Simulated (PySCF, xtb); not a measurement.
Si(CCH)(H)(Me)2 (C4H8Si), SMILES C#C[SiH](C)C.

GFN2-xTB in xtb at its own geometry gives an orbital gap of 5.25 eV and a dipole moment of 0.47 D.

Coordinates come from a B3LYP-D3(BJ)/def2-SVP optimisation.

Q: What does PySCF with PBE0/def2-TZVP give? (The exact figures need the calculation; the answer reports its results.)

A: gap 8.11 eV (levels -7.95 and 0.16 eV), dipole 0.69 D.
